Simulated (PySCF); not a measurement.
All values below come from PySCF 2.14.0 with CAM-B3LYP-D3(BJ)/def2-TZVP. All species are isolated molecules in the gas phase. One relaxed conformer stands for a flexible species; it need not be the lowest. Excitations are Tamm–Dancoff values on a coarser integration grid. The basis has no diffuse functions, so Rydberg states are missing or too high.

Reference species (SMILES): `BN=C=C` (neutral, multiplicity 1).

| Quantity | Result |
|---|---|
| S1–T1 gap (TDA) | 0.90 eV |
| LUMO | -0.17 eV |
| T1 excitation (TDA) | 3.74 eV |

After one change: the S1–T1 gap (TDA) falls by 0.52 eV; the LUMO drops by 0.87 eV; the T1 excitation (TDA) decreases by 1.12 eV.

Problem. What was changed between the two runs? The new species is one of these.
(A) `[H]/B=C/N=C`
(B) `CBC#N`
(C) `[H]/N=C\C=B`
(D) `CB=C=N`

Solution. C, `[H]/N=C\C=B`
